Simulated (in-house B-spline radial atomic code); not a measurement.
Successive ionisation energies of titanium; each step leads to the configuration of the next row (after the last: [Ne] 3s2 3p1). NIST's values go from ground level to ground level; the uncertainty of those that are theory runs from under 0.1 % in few-electron ions to several per cent in heavy many-electron ones. Computed with a radial B-spline atomic code at the basis-set limit: non-relativistic Hartree-Fock, average of the configuration, point nuclei.

```
 ion  configuration  ionisation energy (eV)  tabulated value (eV)  computed minus tabulated (eV)  highest orbital  largest mean radius (bohr)
  Ti   [Ar] 3d2 4s2                    5.79               6.82812                          -1.03               4s                      3.7662
 Ti+   [Ar] 3d2 4s1                   12.64               13.5755                          -0.94               4s                      3.3466
Ti2+       [Ar] 3d2                   25.67              27.49171                          -1.82               3d                      1.4022
Ti3+       [Ar] 3d1                       ?                     ?                              ?                ?                           ?
Ti4+   [Ne] 3s2 3p6                   98.25                99.299                          -1.05               3p                      1.0334
Ti5+   [Ne] 3s2 3p5                  119.54               119.533                           0.01               3p                      1.0015
Ti6+   [Ne] 3s2 3p4                       ?                     ?                              ?                ?                           ?
Ti7+   [Ne] 3s2 3p3                  165.19                 170.5                          -5.31               3p                     0.94603
Ti8+   [Ne] 3s2 3p2                  189.49                 192.1                          -2.61               3p                      0.9213
```

Question: Fill in the row of Ti3+.

Answer: ionisation energy (eV): 42.41; tabulated value (eV): 43.26717; computed minus tabulated (eV): -0.85; highest orbital: 3d; largest mean radius (bohr): 1.2477.

Question: Fill in the row of Ti6+.

Answer: ionisation energy (eV): 141.87; tabulated value (eV): 140.68; computed minus tabulated (eV): 1.19; highest orbital: 3p; largest mean radius (bohr): 0.97264.

Question: Where is the largest jump?

Answer: From Ti3+ to Ti4+, by a factor of 2.32 (42.413 to 98.248 eV); the highest orbital goes from 3d to 3p.

Question: How far is this level of theory from the measured and semi-empirical values?

Answer: Over those 9 rows the differences run from -5.31 to +1.19 eV (mean absolute value 1.6 eV). The calculation leaves out relativity, correlation and, in open shells, the multiplet splittings that an average leaves out.
